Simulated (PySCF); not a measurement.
This script is equivalent to a calculation on As (arsenic, neutral).

```python
from pyscf import gto, scf, dft, mp, cc
import basis_set_exchange as bse
txt = bse.get_basis("cc-pVDZ-PP", elements=["As"], fmt="nwchem", header=False)
cut = txt.index("\nECP")
mol = gto.M(atom="As 0 0 0", charge=0, spin=3, symmetry="D2h",
            basis=gto.basis.parse(txt[:cut]),
            ecp={"As": gto.basis.parse_ecp(txt[cut:])})
mf = scf.UHF(mol)
mf.irrep_nelec = {'Ag': (4, 4), 'B1g': (1, 1), 'B2g': (1, 1), 'B3g': (1, 1), 'B1u': (2, 1), 'B2u': (2, 1), 'B3u': (2, 1)}
mf.kernel()
```

Problem. What total energy does it give?

Solution. -331.19735 hartree (calculated).

Problem. Which occupied shell lies highest, and where?

Solution. 4p α, at -10.002 eV.

Problem. What is ⟨S²⟩, and what would a pure spin state give?

Solution. 3.751, against 3.75.

Energies and moments cover only the electrons outside the core potential.
